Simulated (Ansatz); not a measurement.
Basis-set extrapolation for C₄H₃F₇, SMILES `FCC(F)(C(F)F)C(F)(F)F` (PBE0-D4/def2-TZVP geometry, frozen core, Ansatz 0.2.0). Multiplicity 1, RHF reference.

|  | def2-TZVPP | def2-QZVPP |
| --- | --- | --- |
| HF | -849.655421 | -849.691371 |
| MP2 correlation | -2.374664 | -2.586603 |
| CCSD(T) correlation | -2.476663 | not run |

Energies in hartree. Use E(X) = E(∞) + A·exp(−7.88·√X) for Hartree–Fock and E(X) = E(∞) + B·X^(−2.97) for correlation, with X = 3 and 4, and add CCSD(T) minus MP2 of the smaller set to the MP2 limit.

Question: What is the CCSD(T) energy at the basis-set limit?

Answer: HF limit: -849.691371 + (-0.035950) × 0.13774 = -849.69632. MP2 limit: -2.586603 + (-0.211939) × 0.74074 = -2.74359. Higher-order term: -2.476663 − (-2.374664) = -0.10200. Total: -852.54191 hartree, 1076.0 kJ/mol below CCSD(T)/def2-TZVPP.
